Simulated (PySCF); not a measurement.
Ionisation energy of C⁺ by level of theory

C⁺ [He] 2s2 2p1 (2P) → C²⁺ [He] 2s2 (1S), as a difference of total energies. Calculation: PySCF 2.14, in aug-cc-pVDZ (4s3p2d, 23 functions); no relativity, point nucleus. Correlated levels: valence: 1s2 frozen. The calculations carry no spin-orbit coupling.

```json
{"method": "UHF", "ionisation energy (eV)": "24.180", "error (eV)": "-0.198"}
{"method": "LDA", "ionisation energy (eV)": "24.784", "error (eV)": "+0.406"}
{"method": "PBE", "ionisation energy (eV)": "24.896", "error (eV)": "+0.518"}
{"method": "PBE0", "ionisation energy (eV)": "24.867", "error (eV)": "+0.489"}
{"method": "r2SCAN", "ionisation energy (eV)": "25.005", "error (eV)": "+0.627"}
{"method": "wB97M-V", "ionisation energy (eV)": "24.437", "error (eV)": "+0.059"}
{"method": "revPBE", "ionisation energy (eV)": "24.860", "error (eV)": "+0.482"}
{"method": "wB97X-V", "ionisation energy (eV)": "24.672", "error (eV)": "+0.294"}
{"method": "TPSSh", "ionisation energy (eV)": "25.010", "error (eV)": "+0.632"}
{"method": "MP2 (valence)", "ionisation energy (eV)": "24.236", "error (eV)": "-0.142"}
{"method": "SCS-MP2 (valence)", "ionisation energy (eV)": "24.190", "error (eV)": "-0.188"}
```

Reference: 24.378 eV (measured; NIST levels, between the centres of gravity of the two terms).

Errors of the correlated levels include the incompleteness of this basis and the frozen core.
